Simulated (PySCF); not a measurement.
Molecule: `InChI=1S/CH8BClP2Si/c2-5-6(4)1-3/h5-6H,1-2,4H2/t6-/m0/s1`.

Bonds (- single, = double, # triple, : aromatic): B1-P2, P2-Si3, Si3-P4, Si3-C5, C5-Cl6. B1 carries H7, H8; P2 carries H9; Si3 carries H10; P4 carries H11, H12; C5 carries H13, H14. Stereochemistry as in BP[Si@H](P)CCl. H14 is pro-R; H13 is pro-S.

Frames of a GFN2-xTB Langevin trajectory at 600 K; GIAO PBE0/pcSseg-1 shieldings in PySCF, gas phase, non-relativistic; equivalent atoms averaged within each frame.

δ = σ(ref) − σ, references computed at the same level: ¹¹B (100.07 ppm) against BF3·OEt2; ³¹P (318.38 ppm) vs H3PO4; ²⁹Si (349.16 ppm) and ¹³C (186.93 ppm) and ¹H (31.72 ppm) vs TMS; ³⁵Cl (949.78 ppm) vs HCl. The references are static minima.

Question: How do the shifts (ppm) fluctuate along the trajectory?

Answer: 
```csv
time (fs),B1,P2,P4,Si3,C5,Cl6,H7/H8,H14,H10,H13
optimised geometry,85.1,-153.8,-298.9,-24.1,34.8,40,8.57,3.17,4.94,2.98
250,86.5,-169.4,-286.5,-27.5,36.0,106,9.23,5.32,4.10,1.92
425,85.1,-111.0,-170.1,6.8,37.6,36,9.20,3.99,4.77,3.36
625,102.4,-135.0,-291.0,-14.3,47.3,42,10.47,5.52,6.80,4.13
800,78.6,-128.2,-300.4,-3.3,34.9,7,8.10,2.89,5.71,2.02
1000,89.4,-172.9,-250.2,-6.8,48.9,90,8.53,3.05,4.91,3.00
mean of frames,88.4,-143.3,-259.6,-9.0,40.9,56,9.11,4.15,5.26,2.89
standard deviation,8.8,26.9,53.5,12.8,6.6,41,0.90,1.23,1.03,0.93
```

5 frames give an uncertainty of the mean of about the standard deviation over 2.2 at best, since frames this close in time may not be independent; classical motion lacks zero-point vibration, and the reference would need the same averaging.
